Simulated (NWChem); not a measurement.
System: ZnSiH4O; SMILES [SiH3][O][ZnH]

NWChem input:

```
start job
memory heap 200 mb stack 900 mb global 1100 mb
geometry units angstroms noautosym nocenter noautoz
  Zn    -0.009072     0.021823    -1.204680
  H     -0.278748     0.214807    -2.682986
  O      0.361583    -0.249293     0.501466
  Si     0.011027     0.065090     2.068491
  H      0.130588     1.527275     2.389554
  H      0.946320    -0.675229     2.971752
  H     -1.388145    -0.347159     2.425798
end
basis spherical
  * library pcsseg-1
end
dft
  xc kt2
  iterations 150
end
property
  shielding 6 1 2 3 4 5 6
end
task dft property
```

Parts of the log:

```
             Northwest Computational Chemistry Package (NWChem) 7.3.0
             --------------------------------------------------------

                             Geometry "geometry" -> ""
                             -------------------------

 Output coordinates in angstroms (scale by  1.889725989 to convert to a.u.)

  No.       Tag          Charge          X              Y              Z
 ---- ---------------- ---------- -------------- -------------- --------------
    1 Zn                  30.0000    -0.00907200     0.02182300    -1.20468000
    2 H                    1.0000    -0.27874800     0.21480700    -2.68298600
    3 O                    8.0000     0.36158300    -0.24929300     0.50146600
    4 Si                  14.0000     0.01102700     0.06509000     2.06849100
    5 H                    1.0000     0.13058800     1.52727500     2.38955400
    6 H                    1.0000     0.94632000    -0.67522900     2.97175200
    7 H                    1.0000    -1.38814500    -0.34715900     2.42579800

 Effective nuclear repulsion energy (a.u.)     221.7828013618

                              NWChem Property Module
                              ----------------------

  itol2e modified to match energy
  convergence criterion.

                                 NWChem DFT Module
                                 -----------------

 Summary of "ao basis" -> "ao basis" (spherical)
 ------------------------------------------------------------------------------
       Tag                 Description            Shells   Functions and Types
 ---------------- ------------------------------  ------  ---------------------
 Zn                         pcsseg-1                15       45   5s6p3d1f
 H                          pcsseg-1                 3        5   2s1p
 O                          pcsseg-1                 7       17   3s3p1d
 Si                         pcsseg-1                10       24   4s5p1d

  itol2e modified to match energy
  convergence criterion.

            General Information
            -------------------
          SCF calculation type: DFT
          Wavefunction type:  closed shell.
          No. of atoms     :     7
          No. of electrons :    56
           Alpha electrons :    28
            Beta electrons :    28
          Charge           :     0
          Spin multiplicity:     1
          Use of symmetry is: off; symmetry adaption is: off
          Maximum number of iterations: 150
          AO basis - number of functions:   106
                     number of shells:    44
          Convergence on energy requested:  1.00D-07
          Convergence on density requested:  1.00D-05
          Convergence on gradient requested:  5.00D-04

              XC Information
              --------------
                          KT2 Method XC Functional
                        Slater Exchange Functional  1.072 local
                           KT1 gradient correction  1.000 non-local
            Perdew 1991 LDA Correlation Functional  0.577 local

             Grid Information
             ----------------
          Grid used for XC integration:  fine
          Radial quadrature: Mura-Knowles
          Angular quadrature: Lebedev.
          Tag              B.-S. Rad. Rad. Pts. Rad. Cut. Ang. Pts.
          ---              ---------- --------- --------- ---------
          Zn                  1.35      140          12.0       974
          H                   0.35       60          14.0       590
          O                   0.60       70          10.0       590
          Si                  1.10      123          13.0       770
          Grid pruning is: on
          Number of quadrature shells:   573
          Spatial weights used:  Erf1

      Superposition of Atomic Density Guess
      -------------------------------------

 Sum of atomic energies:       -2143.14793373

      Non-variational initial energy
      ------------------------------

 Total energy =   -2143.840939
 1-e energy   =   -3431.206772
 2-e energy   =    1065.583032
 HOMO         =      -0.389871
 LUMO         =      -0.018432

   convergence    iter        energy       DeltaE   RMS-Dens  Diis-err
 ---------------- ----- ----------------- --------- --------- ---------
 d= 0,ls=0.0,diis     1  -2157.5840654371 -2.38D+03  2.30D-02  3.28D+00
 d= 0,ls=0.0,diis     2  -2156.9567750051  6.27D-01  2.20D-02  7.49D+00
 d= 0,ls=0.0,diis     3  -2157.5825567658 -6.26D-01  5.20D-03  1.40D+00
 d= 0,ls=0.0,diis     4  -2157.7110249058 -1.28D-01  8.87D-04  8.87D-03
 d= 0,ls=0.0,diis     5  -2157.7115466557 -5.22D-04  3.07D-04  6.05D-03
  Resetting Diis
 d= 0,ls=0.0,diis     6  -2157.7117223189 -1.76D-04  1.57D-04  1.80D-03
 d= 0,ls=0.0,diis     7  -2157.7118207384 -9.84D-05  1.37D-04  5.66D-05
 d= 0,ls=0.0,diis     8  -2157.7118004960  2.02D-05  8.02D-05  3.36D-04
 d= 0,ls=0.0,diis     9  -2157.7118264081 -2.59D-05  1.53D-05  3.26D-06
 d= 0,ls=0.0,diis    10  -2157.7118268273 -4.19D-07  1.96D-06  9.38D-08
 d= 0,ls=0.0,diis    11  -2157.7118268355 -8.20D-09  5.41D-07  3.16D-08

         Total DFT energy =    -2157.711826835497
      One electron energy =    -3435.137519697422
           Coulomb energy =     1169.460316709355
    Exchange-Corr. energy =     -113.817425209261
 Nuclear repulsion energy =      221.782801361832

 Numeric. integr. density =       55.999998133897

                       DFT Final Molecular Orbital Analysis
                       ------------------------------------

 Vector   26  Occ=2.000000D+00  E=-3.064385D-01
              MO Center= -1.9D-01,  1.6D-01, -2.0D+00, r^2= 2.3D+00
   Bfn.  Coefficient  Atom+Function         Bfn.  Coefficient  Atom+Function
  ----- ------------  ---------------      ----- ------------  ---------------
    46      0.400204  2 H  s                  4      0.383825  1 Zn s
     3     -0.286386  1 Zn s                 47      0.254270  2 H  s
    23     -0.184301  1 Zn pz                 2      0.113989  1 Zn s
    59      0.113135  3 O  pz                26     -0.105725  1 Zn d  0
     5      0.099052  1 Zn s                 17      0.088779  1 Zn pz

 Vector   27  Occ=2.000000D+00  E=-2.510532D-01
              MO Center=  3.1D-01, -1.9D-01,  1.3D+00, r^2= 3.0D+00
   Bfn.  Coefficient  Atom+Function         Bfn.  Coefficient  Atom+Function
  ----- ------------  ---------------      ----- ------------  ---------------
    60      0.284939  3 O  px                97     -0.281367  6 H  s
    57      0.267318  3 O  px                98     -0.248242  6 H  s
    61     -0.231455  3 O  py                58     -0.217230  3 O  py
    92      0.158681  5 H  s                102      0.157057  7 H  s
    54      0.143093  3 O  px                81     -0.134129  4 Si px

 Vector   28  Occ=2.000000D+00  E=-2.468713D-01
              MO Center= -1.5D-02,  6.8D-02,  1.2D+00, r^2= 2.7D+00
   Bfn.  Coefficient  Atom+Function         Bfn.  Coefficient  Atom+Function
  ----- ------------  ---------------      ----- ------------  ---------------
    61      0.299967  3 O  py                58      0.280621  3 O  py
    92     -0.247369  5 H  s                102      0.248279  7 H  s
    60      0.244554  3 O  px                57      0.228789  3 O  px
    93     -0.222040  5 H  s                103      0.222882  7 H  s
    55      0.150179  3 O  py                54      0.122439  3 O  px

 Vector   29  Occ=0.000000D+00  E=-4.980427D-02
              MO Center= -6.2D-03,  3.2D-02, -5.0D-01, r^2= 5.5D+00
   Bfn.  Coefficient  Atom+Function         Bfn.  Coefficient  Atom+Function
  ----- ------------  ---------------      ----- ------------  ---------------
     5      0.817199  1 Zn s                 47     -0.690125  2 H  s
    53     -0.488782  3 O  s                  4      0.386021  1 Zn s
    86     -0.366136  4 Si pz                46     -0.257775  2 H  s
     3     -0.253633  1 Zn s                 83     -0.169847  4 Si pz
    52     -0.166307  3 O  s                 26      0.162003  1 Zn d  0

 Vector   30  Occ=0.000000D+00  E= 2.485279D-02
              MO Center=  1.2D-01, -6.1D-02,  1.2D-01, r^2= 6.1D+00
   Bfn.  Coefficient  Atom+Function         Bfn.  Coefficient  Atom+Function
  ----- ------------  ---------------      ----- ------------  ---------------
    86      0.992209  4 Si pz                98     -0.836395  6 H  s
     5      0.540553  1 Zn s                 21      0.498868  1 Zn px
    22     -0.409400  1 Zn py                47     -0.394177  2 H  s
    71      0.310282  4 Si s                 70      0.250931  4 Si s
     4      0.243797  1 Zn s                 84      0.241080  4 Si px

 Vector   31  Occ=0.000000D+00  E= 3.409710D-02
              MO Center= -1.7D-01,  1.9D-01,  6.3D-01, r^2= 6.2D+00
   Bfn.  Coefficient  Atom+Function         Bfn.  Coefficient  Atom+Function
  ----- ------------  ---------------      ----- ------------  ---------------
    86      0.803383  4 Si pz                 5      0.523971  1 Zn s
    21     -0.486387  1 Zn px                84     -0.485472  4 Si px
    93     -0.453357  5 H  s                103     -0.454095  7 H  s
    85      0.408240  4 Si py                71      0.404030  4 Si s
    22      0.396150  1 Zn py                47     -0.370130  2 H  s

     Multipole analysis of the density
     ---------------------------------

     L   x y z        total         alpha         beta         nuclear
     -   - - -        -----         -----         ----         -------
     0   0 0 0     -0.000000    -28.000000    -28.000000     56.000000

     1   1 0 0     -0.136468     -2.132662     -2.132662      4.128857
     1   0 1 0      0.098848     -0.225814     -0.225814      0.550477
     1   0 0 1     -0.682170     -2.168752     -2.168752      3.655335

     2   2 0 0    -26.039829    -20.103712    -20.103712     14.167595
     2   1 1 0      0.184586      1.403803      1.403803     -2.623021
     2   1 0 1     -0.629591     -4.961751     -4.961751      9.293912
     2   0 2 0    -25.924524    -19.257945    -19.257945     12.591365
     2   0 1 1      0.419072     -0.362864     -0.362864      1.144800
     2   0 0 2    -28.412874   -251.815630   -251.815630    475.218386

          -----------------------------------------
          Chemical Shielding Tensors (GIAO, in ppm)
          -----------------------------------------

                                NWChem CPHF Module
                                ------------------

  scftype          =     RHF
  nclosed          =       28
  nopen            =        0
  variables        =     2184
  # of vectors     =        3
  tolerance        = 0.10D-03
  level shift      = 0.00D+00
  max iterations   =       50
  max subspace     =       30

 SCF residual:    3.4381473625618795E-005

Iterative solution of linear equations
  No. of variables     2184
  No. of equations        3
  Maximum subspace       30
        Iterations       50
       Convergence  1.0D-04

   iter   nsub   residual    time
   ----  ------  --------  ---------
     1      3    1.62D-05      41.6

      Atom:    1  Zn
        Diamagnetic
   2522.1632     -0.1953      0.9079
     -0.1953   2522.0520     -0.5994
      0.9079     -0.5994   2529.6329

        Paramagnetic
  -1112.0610    -27.8400    188.7248
    -27.8400  -1130.2474   -134.1433
    188.7248   -134.1433    -64.8259

        Total Shielding Tensor
   1410.1022    -28.0352    189.6327
    -28.0352   1391.8045   -134.7427
    189.6327   -134.7427   2464.8070

           isotropic =    1755.5712
          anisotropy =    1138.7183

          Principal Components and Axis System
                 1           2           3
             2514.7168   1380.5639   1371.4330

      1         0.1709      0.7591      0.6281
      2        -0.1216     -0.6163      0.7780
      3         0.9778     -0.2094     -0.0131

      Atom:    2  H
        Diamagnetic
     20.4389     -0.5008      3.6710
     -0.5008     20.1036     -2.6146
      3.6710     -2.6146     40.5438

        Paramagnetic
      0.8075      0.0881     -0.2261
      0.0881      0.8519      0.1621
     -0.2261      0.1621     -0.2985

        Total Shielding Tensor
     21.2465     -0.4127      3.4449
     -0.4127     20.9554     -2.4525
      3.4449     -2.4525     40.2453

           isotropic =      27.4824
          anisotropy =      20.5117

          Principal Components and Axis System
                 1           2           3
               41.1568     20.6635     20.6269

      1         0.1717      0.6306      0.7569
      2        -0.1222      0.7760     -0.6188
      3         0.9775     -0.0138     -0.2103

      Atom:    3  O
        Diamagnetic
    375.1231     -2.0422     -1.2149
     -2.0422    374.3485      2.0085
     -1.2149      2.0085    428.5300

        Paramagnetic
    -71.5048      2.9272     49.3576
      2.9272    -72.1156    -41.1304
     49.3576    -41.1304   -119.4278

        Total Shielding Tensor
    303.6182      0.8851     48.1427
      0.8851    302.2329    -39.1219
     48.1427    -39.1219    309.1022

           isotropic =     304.9845
          anisotropy =      94.2040

          Principal Components and Axis System
                 1           2           3
              367.7871    303.6513    243.5150

      1         0.5391      0.6315      0.5572
      2        -0.4262      0.7752     -0.4662
      3         0.7264     -0.0138     -0.6871

      Atom:    4  Si
        Diamagnetic
    879.8277     -0.2458     -1.1605
     -0.2458    879.7729      1.0967
     -1.1605      1.0967    887.8094

        Paramagnetic
   -525.4288     -8.8115    -28.8527
     -8.8115   -528.0124     26.0972
    -28.8527     26.0972   -396.3268

        Total Shielding Tensor
    354.3989     -9.0573    -30.0133
     -9.0573    351.7605     27.1939
    -30.0133     27.1939    491.4826

           isotropic =     399.2140
          anisotropy =     155.8653

          Principal Components and Axis System
                 1           2           3
              503.1242    350.6060    343.9118

      1        -0.2052      0.7517      0.6268
      2         0.1849     -0.5991      0.7790
      3         0.9611      0.2758     -0.0161

      Atom:    5  H
        Diamagnetic
     23.2043      0.7773      0.0243
      0.7773     36.4851      4.5093
      0.0243      4.5093     26.8184

        Paramagnetic
     -0.7144     -0.7780     -0.2933
     -0.7780     -8.6211     -1.0232
     -0.2933     -1.0232      0.1618

        Total Shielding Tensor
     22.4899     -0.0008     -0.2691
     -0.0008     27.8640      3.4862
     -0.2691      3.4862     26.9802

           isotropic =      25.7780
          anisotropy =       7.7428

          Principal Components and Axis System
                 1           2           3
               30.9399     23.9359     22.4582

      1        -0.0211     -0.1375      0.9903
      2         0.7497     -0.6575     -0.0753
      3         0.6615      0.7408      0.1170

      Atom:    6  H
        Diamagnetic
     28.4967     -3.9882      5.3586
     -3.9882     26.5968     -4.1867
      5.3586     -4.1867     31.4959

        Paramagnetic
     -4.0082      2.6455     -2.9406
      2.6455     -2.7717      2.3551
     -2.9406      2.3551     -2.0564

        Total Shielding Tensor
     24.4885     -1.3427      2.4180
     -1.3427     23.8251     -1.8316
      2.4180     -1.8316     29.4394

           isotropic =      25.9177
          anisotropy =       7.7668

          Principal Components and Axis System
                 1           2           3
               31.0955     23.8845     22.7730

      1         0.3804      0.6780      0.6289
      2        -0.2914     -0.5576      0.7773
      3         0.8777     -0.4790     -0.0146
```

Level: KT2/pcSseg-1, GIAO. Structure relaxed at the PBE0/def2-SVP level. The printed shielding anisotropy is the first printed principal value minus the mean of the other two.
